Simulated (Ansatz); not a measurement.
System: BPH$_{4}$, charge 0, singlet. BPH4 (SMILES BP).
B3LYP-D3(BJ)/def2-TZVP minimum from Ansatz (a quantum-chemistry and plane-wave program):
```
B
H 1 1.1889
H 1 1.1889 2 120.54
P 1 1.8579 2 119.37 3 -170.23
H 4 1.4082 1 105.42 2 -147.77
H 4 1.4082 5 100.59 1 -109.40
```

Total energies in cc-pV(T+d)Z, 12 correlated electrons, 6 frozen orbitals. Open shells are spin-unrestricted; no spin-orbit coupling. Correlated methods leave the cores frozen. No relativity.

```tsv
method	program	energy (Eh)	minus CCSDT(Q) (mEh)
HF	Ansatz	-367.75075	316.69
MP2	Ansatz	-368.01524	52.19
CCSD	Ansatz	-368.05388	13.56
CCSD(T)	Ansatz	-368.06560	1.84
CCSDT(Q)	Ansatz	-368.06744	0.00
```

Rough core times of Ansatz's runs on a shared machine: CCSD(T) under 20 s, CCSDT(Q) 20 min.
